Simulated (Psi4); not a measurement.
HAl (SMILES [AlH]), singlet, at a GFN2-xTB geometry (such geometries of metal compounds can be far from the true shape).

Input for Psi4:
```
memory 2 GB

molecule mol {
0 1
  Al   -0.000000   -0.000000   -0.115220
  H     0.000000    0.000000    1.497855
}

set basis def2-sv(p)
set reference rks

energy('m06')
print_variables()
```

Question: What does this run give for the nuclear repulsion energy, number of basis functions, dipole moment, total energy?

Answer: 
```json
{
 "nuclear_repulsion_energy": "4.2647 Eh",
 "number_of_basis_functions": "20",
 "dipole_moment": "0.20 D",
 "total_energy": "-242.8819 Eh"
}
```
